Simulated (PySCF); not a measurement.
## Polarisability and C₆ of Cr²¹⁺ (chromium, charge +21)

[He] 2s1, 2S determinant. Calculation: PySCF 2.14, in an uncontracted even-tempered set (17 s from 4.6 bohr⁻², ratio 2.2; 8 p from 7.2 bohr⁻², ratio 2.4; 6 d from 22 bohr⁻², ratio 2.4; 5 f from 33 bohr⁻², ratio 2.4; 4 g from 49 bohr⁻², ratio 2.4); no relativity, point nucleus. Coupled (time-dependent) response in atomic units; α is the mean over directions.

```csv
method,mean α (bohr³),C₆ (like pair),S(−4)
UHF,0.02334,0.0006733,0.009202
PBE0,0.02169,0.0006099,0.007813
```

S(−4) is the Cauchy moment in α(ω) = α(0) + S(−4) ω² + …

α(iu) at PBE0:

| u (hartree) | α(iu) (bohr³) |
| --- | --- |
| 0 | 0.02169 |
| 0.200 | 0.02138 |
| 0.400 | 0.02051 |
| 0.800 | 0.01764 |
| 1.20 | 0.01433 |
| 1.60 | 0.01139 |
| 2.00 | 0.009041 |
| 3.00 | 0.005369 |
| 4.00 | 0.003523 |
| 6.00 | 0.001923 |
| 10.0 | 0.0009778 |

A single London oscillator, α(iu) = α/(1 + u²/ω²), gives C₆ = (3/4) ω α². Matching the computed C₆ needs ω = 4 × 0.0006099 / (3 × 0.02169²) = 1.73 hartree.

For an ion, C₆ is the dispersion term alone; charge-induced terms of lower order in 1/R come first.
